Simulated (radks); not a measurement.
Values are calculated unless marked as measured or tabulated.
All-electron atom: Ca X in [Ne] 3s1.

Code: a radial shooting solver on a logarithmic mesh with Libxc functionals. Model: Dirac Kohn-Sham, PBE, spin-unpolarised, spherical densities, finite nucleus; Fermi nuclear charge, rms radius 3.4776 fm.

Energy parts (hartree):
total: -651.19730
kinetic: 656.71670
electron-nucleus: -1463.42523
Hartree: 186.24141
exchange-correlation: -30.73018

Orbitals (lengths in bohr, moments of r in powers of bohr; <r^-3> diverges for s and p1/2; r(90%) holds 90 % of the orbital's charge):
| orbital | occ. | eigenvalue (hartree) | <r^-3> | r(90%) | <1/r> | small-component weight |
|---|---|---|---|---|---|---|
| 1s1/2 | 2 | -152.7011 | - | 0.137 | 19.75 | 5.11e-03 |
| 2s1/2 | 2 | -22.29103 | - | 0.559 | 4.101 | 8.76e-04 |
| 2p1/2 | 2 | -19.52048 | - | 0.528 | 4.029 | 8.55e-04 |
| 2p3/2 | 4 | -19.38076 | 189.5 | 0.531 | 3.987 | 8.48e-04 |
| 3s1/2 | 1 | -7.36693 | - | 1.42 | 1.464 | 2.49e-04 |
| 3p1/2 | 0 | -6.59374 | - | 1.47 | 1.399 | 2.33e-04 |
| 3p3/2 | 0 | -6.56857 | 34.17 | 1.47 | 1.391 | 2.32e-04 |
| 4s1/2 | 0 | -3.61973 | - | 2.69 | 0.7550 | 1.18e-04 |

The highest occupied level is 3s1/2 at -200.46 eV. The density falls to 0.001 e/bohr^3 at r = 1.93 bohr.
